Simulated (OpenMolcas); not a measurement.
## Levels of Re²⁺ by method

```yaml
Program: OpenMolcas 26.06
Basis: ANO-R1 [7s5p4d2f]
Scalar_Hamiltonian: X2C, finite nucleus
Active_space: 5 electrons in 6 orbitals (5d 6s)
State_averaging: 2S+1 = 6 even, 6 roots; 2S+1 = 4 even, 84 roots kept (CI in the orbitals of an earlier block, 64 in the spin-orbit step); 2S+1 = 2 even, 184 roots kept (CI in the orbitals of an earlier block, 129 in the spin-orbit step)
Spin-orbit_coupling: RASSI with atomic mean-field integrals over the reference wave functions, term energies averaged over their components
```

Methods on the same reference wave functions:
A. CASSCF
B. SS-CASPT2, IPEA 0.25 Eh, imaginary shift 0.1 Eh (closed shells correlated: 5s 5p)
C. MS-CASPT2, IPEA 0.25 Eh, imaginary shift 0.1 Eh (closed shells correlated: 5s 5p)

Energies in cm⁻¹ above 5d⁵ ⁶S_5/2, the measured ground level; measured values from the list in Brasseur, Gamrath and Quinet, At. Data Nucl. Data Tables 157, 101636 (2024).

```csv
Level,A,B,C,Measured
5d⁵ ⁶S_5/2,0.0,0.0,0.0,0.0
5d⁴ 6s ⁶D_1/2 [67 %],15820,13960,14110,14396
5d⁴ 6s ⁶D_3/2 [64 %],17803,16060,16160,17909
5d⁴ 6s ⁶D_5/2,20288,18910,18960,19719
5d⁵ ⁴G_7/2 [61 %],21469,19200,19190,16890
5d⁴ 6s ⁶D_7/2,22422,20960,21050,22106
5d⁵ ⁴G_11/2,22461,20510,20510,18020
5d⁵ ⁴G_9/2,22895,20950,20940,18346
5d⁴ 6s ⁶D_9/2,24532,22950,23070,23471
5d⁵ ⁴D_7/2 [63 %],25925,23370,23360,20453
5d⁵ ⁴D_1/2 [63 %],27055,24170,24100,
5d⁵ ²I_11/2 [73 %],32614,30290,30310,26170
5d⁵ ²I_13/2,35220,33140,33160,28588
5d⁵ ⁴F_5/2 [65 %],37248,33470,33580,30302
5d⁵ ²F_7/2(1) [53 %],37267,33710,33780,
5d⁴ 6s ⁴H_9/2 [61 %],39909,37150,37130,35140
5d⁴ 6s ⁴H_11/2 [75 %],41726,39280,39300,38168
5d⁴ 6s ⁴H_13/2,43542,41210,41230,39300
5d⁵ ²S_1/2 [67 %],44888,40280,40320,
5d⁵ ²H_11/2 [61 %],45302,42150,42180,
5d⁴ 6s ⁴F_9/2 [50 %],46768,43090,43010,
5d⁴ 6s ⁴G_11/2 [60 %],51178,47890,47890,
5d⁵ ²D_3/2(2) [74 %],51384,46240,46310,
5d⁵ ²D_5/2(2) [55 %],51847,47040,47050,
```

Deviations, from unrounded energies. A percentage is the sum of absolute deviations over the sum of measured energies, with the sign that they share, or ± where signs differ.

| Against measurement | Levels | A | B | C |
| --- | --- | --- | --- | --- |
| mean absolute deviation (cm-1) | 15 | 3700 | 2100 | 2100 |
| other terms of the ground configuration (%) | 7 | +24.6 | +14.0 | +14.0 |
| other configurations (%) | 8 | ±7.6 | ±4.7 | ±4.4 |

B, C lie about equally close to measurement and A furthest from it. The largest miss of C in the table is 5d⁵ ²I_13/2, by +4600 cm-1. The ranking rests on the paired levels alone, and a cruder setting can come out closer through cancelling errors.

Between B and C the level of the table that moves most is 5d⁴ 6s ⁶D_1/2 [67 %], by 150 cm-1 (lowest in B, highest in C). Moves below CASPT2's spread within the term are not significant.

The mean deviations of B to C differ by less than CASPT2's widest spread within a term (410 cm-1), so their order carries little weight.

From A to B the spin-free energies of the other terms of 5d⁵ shown, above ⁶S, scale by factors of 0.87 to 0.93, as is usual when dynamic correlation screens the repulsion within a d or f shell.

The lowest spin-free term lies below A's lowest term by 0.187 hartree in B, 0.187 hartree in C.

CASPT2 breaks the degeneracy within a term, and the mean is taken; among the terms shown or strongly mixed into the levels shown the widest spread is 410 cm-1 (5d⁵ ⁴G, C). Some high roots are left out of the spin-orbit mixing, which shifts the levels that they would mix with. Some levels mix across a computed gap that differs much from the measured one, so their mixing is not that of the real levels. Terms from blocks run as CI alone lack orbitals of their own. Configurations are named by rounded mean occupations; where the s occupation lies near a half they are strongly mixed, a name can repeat and a true partner stay unpaired. A single d shell beside an s shell can misplace configurations of different d count against each other. Without dynamic correlation excited terms often stand tens of per cent too high (terms of higher spin than the ground term too low), and those without a measured partner can miss by more than the paired ones (holds for A). The CASPT2 spread within a term exceeds the gap to the next term for 5d⁵ ⁴P and 5d⁵ ⁴G, 5d⁴ 6s ²H and 5d⁴ 6s ²I, so the order of their levels is uncertain (holds for B; C). Some terms miss by over 15 % even with CASPT2, which points to a basis or an active space too small for the shells correlated (holds for B; C). Blocks of more than 70 roots (2S+1 = 2 even) ran without multistate coupling (holds for C). Computed and measured levels are paired by configuration, term and J; levels that our copy of the source lacks, or whose pairing is in doubt (as where it misses far off the trend of its configuration), stay unpaired and out of the deviations. Levels of configurations outside the active space are missing. The table leaves out levels that lie high or whose names do not pair safely across all columns.

A share in square brackets marks a mixed level and gives the weight of the term that names it, the lowest over the columns. A number in round brackets counts repeated terms of one configuration in the order of the reference energies.
